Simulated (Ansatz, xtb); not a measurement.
**C6H5F3: which of two isomers lies lower**

We compare a, `C=C(C#CC)C(F)(F)F`, a singlet, with b, `FC(F)(F)C1=CC=CC1`, a singlet. Both are isolated molecules in the gas phase, relaxed with PBE-D3(BJ)/def2-SVP.

a (Å):

```xyz
14

C    -0.2904    1.4045    1.8793
C    -0.3581    0.8151    0.6614
C    -0.6670   -0.5588    0.4436
C    -0.9292   -1.7373    0.2215
C    -1.2410   -3.1326   -0.0383
C    -0.0951    1.6312   -0.5981
F    -1.1733    1.6206   -1.4157
F     0.9459    1.1217   -1.2964
F     0.1931    2.9222   -0.3202
H    -0.4792    0.8229    2.7923
H    -0.0457    2.4716    1.9712
H    -0.6664   -3.5170   -0.9069
H    -0.9998   -3.7712    0.8370
H    -2.3198   -3.2680   -0.2653
```

b (Å):

```xyz
14

C    -2.4510    0.2440   -0.0756
C    -1.0679   -0.1755    0.2821
C    -0.6935   -0.9946    1.3071
C     0.7635   -1.1378    1.2946
C     1.2770   -0.4069    0.2638
C     0.1549    0.2689   -0.4697
F    -3.3795   -0.2970    0.7454
F    -2.5937    1.5979   -0.0192
F    -2.7698   -0.1183   -1.3498
H    -1.3756   -1.4695    2.0250
H     1.3353   -1.7432    2.0113
H     2.3358   -0.3093   -0.0105
H     0.2551    1.3783   -0.4717
H     0.1079   -0.0275   -1.5425
```

Quicker runs give these differences E(b) − E(a): GFN2-xTB −137.2 kJ/mol; HF/STO-3G −164.5 kJ/mol (at GFN2-xTB geometries); r2SCAN-D4/def2-SVP −145.0 kJ/mol (at GFN2-xTB geometries).

Estimate E(b) − E(a) at the level CCSD(T)/def2-SVP + ΔMP2/def2-TZVPP.

Calculated at CCSD(T)/def2-SVP + ΔMP2/def2-TZVPP: E(b) − E(a) = −128.4 kJ/mol, so structure b lies lower.

The same difference at several levels:

| level | geometry | E(b) − E(a) (kJ/mol) | departure from the last row (kJ/mol) | job, with rough time for the two |
| --- | --- | --- | --- | --- |
| GFN2-xTB | GFN2-xTB | −137.2 | −8.8 | optimisation, 0.14 s |
| HF/STO-3G | GFN2-xTB | −164.5 | −36.1 | single point, 0.42 s |
| r2SCAN-D4/def2-SVP | GFN2-xTB | −145.0 | −16.6 | single point, 3.7 s |
| PBE-D3(BJ)/def2-SVP | PBE-D3(BJ)/def2-SVP | −144.2 | −15.8 | optimisation, 17 s |
| HF/def2-SVP | PBE-D3(BJ)/def2-SVP | −117.8 | +10.6 | part of the CCSD(T) run |
| MP2/def2-SVP | PBE-D3(BJ)/def2-SVP | −128.4 | 0.0 | part of the CCSD(T) run |
| CCSD(T)/def2-SVP | PBE-D3(BJ)/def2-SVP | −127.5 | +0.9 | single point |
| CCSD(T)/def2-SVP + ΔMP2/def2-TZVPP | PBE-D3(BJ)/def2-SVP | −128.4 |  | single point, 2.4 min |

As drawn, b has 1 C–C, 1 C=C in place of 1 C≡C. Structure a has no ring, b a 5-membered ring.

The levels shown agree on the order. The largest departure from CCSD(T)/def2-SVP + ΔMP2/def2-TZVPP is that of HF/STO-3G, 36.1 kJ/mol. A small imaginary or near-zero mode remains, so no thermal terms are given. The last row adds to CCSD(T) the change of the MP2 difference between the two basis sets, here −0.9 kJ/mol.

The correlated steps freeze 9 core orbitals. Codes used: Ansatz 0.2.0, xtb 6.7.1; the last row on 4 threads of Arm Neoverse V1 on a shared host.
